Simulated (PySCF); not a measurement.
**SbS: mean field, correlation and small terms against distance**

State: ²Π, doublet, unpaired electrons π ↑. ROHF-based CCSD(T) in PySCF 2.14 with Sb cc-pwCVDZ-PP with ECP28, S aug-cc-pV(D+d)Z and Sb cc-pwCVTZ-PP with ECP28, S aug-cc-pV(T+d)Z (frozen core orbitals: 9; scalar-relativistic core potentials). Correlation energies are extrapolated as n⁻³ (n = 2, 3), Hartree–Fock as (n+1)·exp(−9√n). All energies in eV from Sb + S.

```json
{"R (Å)": "1.9522", "HF/CBS": "0.008", "CCSD corr.": "-1.976", "(T)": "-0.2945", "total": "-2.262"}
{"R (Å)": "2.0409", "HF/CBS": "-0.678", "CCSD corr.": "-1.986", "(T)": "-0.3215", "total": "-2.986"}
{"R (Å)": "2.1296", "HF/CBS": "-0.976", "CCSD corr.": "-2.014", "(T)": "-0.3534", "total": "-3.343"}
{"R (Å)": "2.2184", "HF/CBS": "-1.000", "CCSD corr.": "-2.055", "(T)": "-0.3898", "total": "-3.445"}
{"R (Å)": "2.3071", "HF/CBS": "-0.835", "CCSD corr.": "-2.105", "(T)": "-0.4307", "total": "-3.371"}
{"R (Å)": "2.4180", "HF/CBS": "-0.456", "CCSD corr.": "-2.181", "(T)": "-0.4877", "total": "-3.125"}
{"R (Å)": "2.5289", "HF/CBS": "0.036", "CCSD corr.": "-2.269", "(T)": "-0.5508", "total": "-2.784"}
```

A fit to the total gives Re = 2.2197 Å, De = 3.445 eV, ωe = 484.3 cm⁻¹, Be = 0.1353 cm⁻¹ (masses 120.9038 and 31.9721 u).

Question: At R = 2.2184 Å the CCSD correlation energy is -0.514265 hartree in the smaller basis and -0.734717 in the larger. Extrapolate it.

Answer: (3³·E3 − 2³·E2)/(3³ − 2³) = -0.82754 hartree; the larger basis holds 88.8 % of it.

The T1 diagnostic is 0.027. The state was picked by a PBE0 search and need not be the measured ground state. Spin–orbit coupling, excitations beyond (T) and corrections to the Born–Oppenheimer picture are left out, and spin–orbit coupling matters for open p, d or f shells this heavy.
